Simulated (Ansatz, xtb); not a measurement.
**Two isomers of C6H12O**

Structure I is `OC1CCCCC1`, a singlet and structure II is `C[C@H]1C[C@](C)(O)C1`, a singlet. Both are isolated molecules in the gas phase, relaxed with r2SCAN-D4/def2-SVP, each in the lowest conformer that the search found.

Question: Which of the two would you expect CCSD(T)/def2-SVP + ΔMP2/def2-TZVPP electronic energies to favour?

Answer: Structure I; the calculation gives E(II) − E(I) = +86.8 kJ/mol.

How the difference moves with the method:

```tsv
level	geometry	E(II) − E(I) (kJ/mol)	departure from the last row (kJ/mol)	job, with rough time for the two
GFN2-xTB	GFN2-xTB	+58.2	−28.6	optimisation, 0.14 s
HF/STO-3G	GFN2-xTB	+101.7	+14.9	single point, 0.36 s
r2SCAN-D4/def2-SVP//GFN2-xTB	GFN2-xTB	+91.5	+4.7	single point, 2.3 s
r2SCAN-D4/def2-SVP	r2SCAN-D4/def2-SVP	+90.3	+3.5	optimisation, 22 s
HF/def2-SVP	r2SCAN-D4/def2-SVP	+94.0	+7.2	part of the CCSD(T) run
MP2/def2-SVP	r2SCAN-D4/def2-SVP	+90.5	+3.7	part of the CCSD(T) run
CCSD(T)/def2-SVP	r2SCAN-D4/def2-SVP	+89.3	+2.5	single point
CCSD(T)/def2-SVP + ΔMP2/def2-TZVPP	r2SCAN-D4/def2-SVP	+86.8		single point, 39 s
```

As drawn, both hold the same kinds of bond in the same numbers. Structure I has 0 methyl groups, II 2. Structure I has a 6-membered ring, II a 4-membered ring.

The levels shown agree on the order. The largest departure from CCSD(T)/def2-SVP + ΔMP2/def2-TZVPP is that of GFN2-xTB, 28.6 kJ/mol. The last row adds to CCSD(T) the change of the MP2 difference between the two basis sets, here −2.5 kJ/mol.

With thermal terms from frequencies at re-optimised GFN2-xTB minima (ideal gas, soft modes damped towards free rotors, one conformer each, 298.15 K, 1 atm): the zero-point term adds −8.5 kJ/mol; ΔH is +81.3 and ΔG +74.9 kJ/mol.

The correlated steps freeze 7 core orbitals. Mirror images aren't counted in ΔG. Codes used: Ansatz 0.2.0, xtb 6.7.1; the last row on 4 threads of Intel(R) Xeon(R) 6975P-C (Granite Rapids) on a shared host.
